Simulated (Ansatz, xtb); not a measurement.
# Two isomers of C5H8OS

We compare I, `O=C[C@@H]1CCSC1`, a singlet, with II, `O=C[C@@H]1CCCS1`, a singlet. Both are isolated molecules in the gas phase, relaxed with B3LYP/def2-SVP; each stands in its lowest conformer found.

Energies in hartree; the thermal terms are from GFN2-xTB frequencies at re-optimised GFN2-xTB minima (ideal gas, soft modes damped towards free rotors, one conformer each, 298.15 K, 1 atm) and include the zero-point energy:

|  | I | II |
| --- | --- | --- |
| E, CCSD(T)/def2-SVP | −667.148610 | −667.152988 |
| E, MP2/def2-SVP | −667.048079 | −667.052870 |
| E, MP2/def2-TZVPP | −667.731320 | −667.735380 |
| zero-point energy | 0.119505 | 0.119870 |
| H(298 K) − E | 0.127758 | 0.127999 |
| G(298 K) − E | 0.087144 | 0.087961 |

Question: Correct the CCSD(T) difference for the basis set by the MP2 change, then work out ΔE, ΔE₀, ΔH and ΔG for I → II in kJ/mol (1 Eh = 2625.50 kJ/mol) and the equilibrium ratio [II]/[I].

Answer: 1. Differences II − I: CCSD(T) −0.004378, MP2 in the small set −0.004791, MP2 in the large set −0.004060 Eh.
2. ΔE = −0.004378 + (−0.004060 − (−0.004791)) = −0.003647 Eh = −9.58 kJ/mol.
3. ΔE₀ = ΔE + ΔZPE = −0.003647 + (+0.000365) Eh = −8.62 kJ/mol.
4. ΔH = ΔE + (+0.000241) Eh = −8.94 kJ/mol.
5. ΔG = ΔE + (+0.000817) Eh = −7.43 kJ/mol, so ΔS = (ΔH − ΔG)/T = −5.1 J/(mol K).
6. kT = 0.9442 mEh, so K = [II]/[I] = exp(−ΔG/kT) = exp(+3.00) ≈ 20.

Structure II is favoured at this temperature. An error of 4 kJ/mol in ΔG would change K by a factor of 5. HF/STO-3G gave ΔE the other sign. Mirror images and further conformers aren't counted.

As drawn, both hold the same kinds of bond in the same numbers.

Other levels gave ΔE = −9.6 (GFN2-xTB); +5.3 (HF/STO-3G, GFN2-xTB geometries); −14.3 (r2SCAN-D4/def2-SVP, GFN2-xTB geometries); −11.0 (B3LYP/def2-SVP); −7.3 (HF/def2-SVP); −12.6 (MP2/def2-SVP); −11.5 (CCSD(T)/def2-SVP) kJ/mol. The correlated steps freeze 11 core orbitals. Programs: Ansatz 0.2.0, xtb 6.7.1.
